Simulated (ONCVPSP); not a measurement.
Ba: variants of one ONCV potential

Base potential:

```json
{
 "Element": "barium (Ba)",
 "Generator": "ONCVPSP 4.0.1",
 "Type": "optimised norm-conserving Vanderbilt (ONCV)",
 "Functional": "PBE",
 "Relativity": "scalar-relativistic",
 "Frozen core": "[Kr] 4d10",
 "Valence charge": "10",
 "Reference configuration": "5s2 5p6 6s2",
 "Partial waves": "5s+6s: rc 2.45 bohr, ncon 4, nbas 9, qcut 5.7 1/bohr, 2 projectors; 5p: rc 2.55 bohr, ncon 4, nbas 8, qcut 6.8 1/bohr, 2 projectors, debl 3.3 Ha; d scattering state at 0.19 Ha: rc 2.45 bohr, ncon 3, nbas 6, qcut 3.6 1/bohr, 2 projectors, debl 2.1 Ha",
 "Local potential": "polynomial inside 1.85 bohr (lpopt 1, dvloc0 2 Ha)",
 "Core correction": "Teter function, fcfact 5, rcfact 1.65"
}
```

In the d channel the program set the typed energies aside and used 0.050, 2.150 Ha.

Cutoffs, loose and tight: the cutoffs (Ha) at which the residual kinetic energy of the hardest occupied pseudo-wave falls to 1 and 0.1 mHa per electron. They do not see the model core or the augmentation charge, which bear on the density cutoff. Test errors are all-electron minus pseudo excitation energies from the reference, over the configurations 5s2 5p6 6s1; 5s2 5p6 6s0; 5s2 5p6 6s1.5; 5s2 5p6 5d1 6s0. A dash means not determined; rows that change the core or the reference have their own tests.

| change | outcome | cutoff, loose | cutoff, tight | bound ghosts | GHOST(+) flags above zero | largest test error (meV) |
| --- | --- | --- | --- | --- | --- | --- |
| base | generated, projector energies reset by the program | 11 Ha | 14 Ha | none | none | -18 |
| core correction Teter function, fcfact 1.3, rcfact 1.65 | generated, projector energies reset by the program | 11 Ha | 14 Ha | none | none | -11 |
| core correction Teter function, fcfact 2.4, rcfact 1.65 | generated, projector energies reset by the program | 11 Ha | 14 Ha | none | none | -13 |
| core correction Teter function, fcfact 3.4, rcfact 1.65 | generated, projector energies reset by the program | 11 Ha | 14 Ha | none | none | -15 |
| core correction Teter function, fcfact 4.7, rcfact 1.65 | generated, projector energies reset by the program | 11 Ha | 14 Ha | none | none | -18 |
| core correction Teter function, fcfact 5.6, rcfact 1.65 | generated, projector energies reset by the program | 11 Ha | 14 Ha | none | none | -19 |
| core correction Teter function, fcfact 6.8, rcfact 1.65 | generated, projector energies reset by the program | 11 Ha | 14 Ha | none | none | -22 |
| core correction Teter function, fcfact 7.6, rcfact 1.65 | generated, projector energies reset by the program | 11 Ha | 14 Ha | none | none | -24 |

Reading the sweep of the fcfact (base included, trends over the rows without a ghost): The loose cutoff stays near 11 Ha. The median size of the test errors (rows with all tests solved) rises from 3.5 meV at 1.3 to 12.3 meV at 7.6.
